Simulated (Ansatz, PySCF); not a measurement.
Pair of molecules: CH4O (SMILES CO) (first 6 atoms) with HBr (SMILES Br); geometry from B3LYP-D3(BJ)/def2-TZVP.
(charge 0, multiplicity 1):
```xyz
8

C      0.5606    -0.2775    -0.1702
O     -0.5316    -0.2531     0.7554
H      0.2002    -0.2321    -1.2003
H      1.0756    -1.2229    -0.0158
H      1.2609     0.5411     0.0129
H     -1.0102     0.5779     0.6618
Br     0.8241    -0.4079     3.6824
H      0.1317    -0.3741     2.3990
```

Interaction energies are E(AB) − E(A) − E(B) at the monomers' geometry in the complex; basis-set methods are counterpoise corrected. Rows marked so take none.

Rows in 6-31G* carry no dispersion term and start afresh at each structure (6-31G* with six Cartesian d functions); the Pople sets are all-electron and without relativity.

Run with Ansatz (a program for electronic structure) with Gaussian orbitals; PySCF for 6-31G* rows. 

Question: What is the computed interaction energy (HF/6-31G*)?

Answer: -149 meV

Question: What is the computed interaction energy (M06-2X/6-31G* (no counterpoise))?

Answer: -387 meV

Question: What is the computed interaction energy (B3LYP/def2-TZVPPD)?

Answer: -213 meV
